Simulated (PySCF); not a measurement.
Job file and geometry (Å, from GFN2-xTB) of an NMR shielding run on SMILES C(/C(=C/C)O[SiH2]C1CC1)#N, C$_{7}$H$_{11}$NOSi, PySCF 2.14.0, density-fitted response routines, GIAO PBE0/pcSseg-1 NMR shielding, non-relativistic, gas phase; density fitting, a coarse starting grid and PySCF grid level 2 are the driver's defaults:

```
$ OMP_NUM_THREADS=1 python probes_run.py task.json out

{"job": {"kind": "nmr", "xc": "PBE0", "basis": "pcSseg-1"}, "charge": 0, "multiplicity": 1}
C     -3.193058     0.870386    -0.630977
C     -3.038325    -0.190898     0.398958
C     -1.854293    -0.660612     0.819703
C     -1.818851    -1.674939     1.809119
N     -1.792464    -2.495043     2.610391
O     -0.680036    -0.198773     0.334202
Si     0.850592    -0.642978     0.699872
C      1.822262     0.503123    -0.416953
C      3.084612    -0.002848    -1.058100
C      3.166307     0.995639     0.042653
H     -3.775808     0.494594    -1.471937
H     -2.220739     1.199870    -0.985837
H     -3.730889     1.721519    -0.213226
H     -3.937711    -0.605244     0.830667
H      1.119144    -0.418409     2.123073
H      1.055313    -2.059068     0.383179
H      1.251560     1.206158    -1.012276
H      3.315367     0.318242    -2.063277
H      3.389906    -1.016579    -0.848789
H      3.452266     2.008217    -0.201290
H      3.525925     0.664586     1.005076
```

Question: Write the output of this run.

Answer: 
```
coarse grid: 18200 points
cycle   1  E = -691.9538258680  dE =  1.543e+00  |g| = 7.660e-01  |ddm| = 4.233e+00
cycle   2  E = -691.7381659979  dE =  2.157e-01  |g| = 1.299e+00  |ddm| = 1.684e+00
cycle   3  E = -692.0625064140  dE = -3.243e-01  |g| = 2.318e-01  |ddm| = 1.171e+00
cycle   4  E = -692.0727778465  dE = -1.027e-02  |g| = 8.904e-02  |ddm| = 2.112e-01
cycle   5  E = -692.0744039161  dE = -1.626e-03  |g| = 2.338e-02  |ddm| = 8.908e-02
cycle   6  E = -692.0745107833  dE = -1.069e-04  |g| = 6.783e-03  |ddm| = 2.361e-02
cycle   7  E = -692.0745200767  dE = -9.293e-06  |g| = 2.617e-03  |ddm| = 7.930e-03
final grid: 171680 points
cycle   8  E = -692.1426549086  dE = -2.614e-05  |g| = 1.347e-02  |ddm| = 3.459e-02
cycle   9  E = -692.1425836872  dE =  7.122e-05  |g| = 2.262e-02  |ddm| = 2.814e-02
cycle  10  E = -692.1426925608  dE = -1.089e-04  |g| = 2.573e-03  |ddm| = 1.939e-02
cycle  11  E = -692.1426941498  dE = -1.589e-06  |g| = 5.300e-04  |ddm| = 2.373e-03
cycle  12  E = -692.1426941889  dE = -3.916e-08  |g| = 3.094e-04  |ddm| = 5.808e-04
cycle  13  E = -692.1426942080  dE = -1.910e-08  |g| = 6.980e-05  |ddm| = 2.502e-04
cycle  14  E = -692.1426942091  dE = -1.074e-09  |g| = 2.047e-05  |ddm| = 6.687e-05
cycle  15  E = -692.1426942092  dE = -1.021e-10  |g| = 4.964e-06  |ddm| = 2.122e-05
converged SCF energy = -692.1426942092

GIAO shielding tensors (ppm)
atom      isotropic    diamagn.    paramagn.     s11        s22        s33       span
  0 C      172.214     247.912     -75.698    152.379    181.928    182.335     29.956
  1 C       51.516     256.481    -204.964    -66.032     68.322    152.259    218.290
  2 C       55.649     245.572    -189.923    -41.324     98.407    109.862    151.186
  3 C       66.328     261.571    -195.243    -51.849    -40.031    290.863    342.712
  4 N      -49.721     340.580    -390.301   -210.102   -168.650    229.590    439.692
  5 O      239.271     404.024    -164.753    159.928    255.258    302.628    142.699
  6 Si     355.795     883.311    -527.517    326.610    329.482    411.293     84.683
  7 C      193.237     248.627     -55.391    171.840    173.622    234.250     62.410
  8 C      181.498     254.118     -72.620    155.051    175.352    214.090     59.040
  9 C      182.062     255.240     -73.178    155.796    175.934    214.455     58.659
 10 H       30.024      27.534       2.491     25.898     27.074     37.101     11.202
 11 H       28.925      32.081      -3.156     23.582     30.145     33.049      9.467
 12 H       30.024      27.348       2.676     25.894     27.076     37.101     11.208
 13 H       25.662      28.761      -3.099     23.496     24.325     29.165      5.669
 14 H       26.700      32.446      -5.746     22.376     26.811     30.913      8.537
 15 H       26.758      32.606      -5.848     22.483     26.832     30.959      8.477
 16 H       31.746      33.704      -1.958     23.960     29.124     42.153     18.193
 17 H       30.906      30.456       0.450     25.105     26.429     41.185     16.080
 18 H       31.521      31.509       0.012     25.643     28.293     40.626     14.983
 19 H       30.922      30.498       0.424     25.094     26.447     41.225     16.130
 20 H       31.540      31.539       0.001     25.633     28.321     40.667     15.034
```

Size and cost of the density-fitted run: 232 basis functions, 2.1 min wall time on 1 thread of an Arm Neoverse N1, shared host; peak memory 1.1 GiB.
